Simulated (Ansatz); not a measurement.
Species: CuF₂, net charge 0, doublet state. The spin state was set by rule; other spins were not relaxed. 
Structure (B3LYP-D3(BJ)/def2-TZVP (Ansatz, an electronic-structure program) minimum search):
```
Cu
F 1 1.7336
F 1 1.7336 2 180.00
```
Charge 0, spin multiplicity 2.

Basis-set convergence of Hartree-Fock and CCSD correlation energies (hartree) with Ansatz. Correlated levels leave the core frozen unless marked. Open shells are spin-unrestricted. Spin-orbit coupling is left out. The frozen core is the preceding noble-gas configuration, with the filled d and f shells of earlier blocks. Non-relativistic.

```csv
basis,functions,E(HF),"E(corr, CCSD)"
def2-SVP,59,-1837.47224,-0.59827
def2-TZVPP,126,___,___
```

Problem. Complete the blanks.

Solution. 
- def2-TZVPP, E(HF): -1837.97492
- def2-TZVPP, E(corr, CCSD): -0.88618
